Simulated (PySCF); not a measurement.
## Working out the electron affinity of In

In- [Kr] 4d10 5s2 5p2 (3P) → In [Kr] 4d10 5s2 5p1 (2P). All numbers are calculated (PySCF 2.14, scalar relativity by spin-free X2C-1e, in aug-cc-pVTZ-DK3). Frozen: [Kr] 4d10. Energies in hartree (1 hartree = 27.21139 eV):

| part | In- (lower) | In (upper) |
| --- | --- | --- |
| UHF | -5878.034619 | -5878.031821 |
| MP2 opposite-spin | -0.032105 | -0.027805 |
| MP2 same-spin | -0.008345 | -0.002271 |

Problem. What does Hartree-Fock give?

Solution. (-5878.031821) − (-5878.034619) = 0.002798 hartree = 0.076 eV.

Problem. What do MP2 and SCS-MP2 (6/5 opposite-spin, 1/3 same-spin) give?

Solution. The opposite-spin parts differ by 0.117 eV and the same-spin parts by 0.165 eV. MP2: 0.076 + (0.117) + (0.165) = 0.358 eV. SCS-MP2: 0.076 + 1.2 × (0.117) + (0.165)/3 = 0.271 eV.

A first-order spin-orbit estimate adds -0.061 eV to MP2 (valence), giving 0.297 eV against 0.384 eV (measured; photodetachment measurements, as compiled on the Wikipedia data page of electron affinities).

What remains against the reference includes basis incompleteness, the frozen core and correlation beyond second order.
